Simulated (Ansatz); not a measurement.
One change: `[CH3][SnH]([OH])[F]` becomes `CC[O][SnH]([CH3])[F]`.

Ansatz, PBE0-D4/def2-TZVP geometries, multiplicity 1. Each molecule was computed in one conformer, which needn't be the lowest.

Elements past krypton have def2 core potentials.

| property | `[CH3][SnH]([OH])[F]` |
| --- | --- |
| LUMO energy (PBE/def2-TZVPP) / eV | -1.38 |
| HOMO energy (PBE/def2-TZVPP) / eV | -6.95 |
| HOMO–LUMO gap (PBE/def2-TZVPP) / eV | 5.57 |
| size of the dipole moment (B3LYP/def2-TZVPP) / D | 2.96 |
| HOMO energy (PBE0/def2-TZVPP) / eV | -8.50 |
| LUMO energy (B3LYP/def2-TZVPP) / eV | -0.78 |

Task: What does the change do to each property? (Estimate.)

Result: Computed: 
```csv
property,`CC[O][SnH]([CH3])[F]`,shift
LUMO energy (PBE/def2-TZVPP) / eV,-1.24,0.14
HOMO energy (PBE/def2-TZVPP) / eV,-6.17,0.78
HOMO–LUMO gap (PBE/def2-TZVPP) / eV,4.92,-0.65
size of the dipole moment (B3LYP/def2-TZVPP) / D,2.33,-0.63
HOMO energy (PBE0/def2-TZVPP) / eV,-7.71,0.79
LUMO energy (B3LYP/def2-TZVPP) / eV,-0.61,0.17
```

With PBE0 the HOMO rises by 0.79 eV and the LUMO rises by 0.15 eV, so the gap narrows by about 0.64 eV. PBE moves the HOMO by 0.78 eV and ωB97M-V by 0.68 eV. Dipoles are sizes alone; their direction can turn.

B3LYP here is the variant with VWN-RPA as its local correlation; programs differ in this.
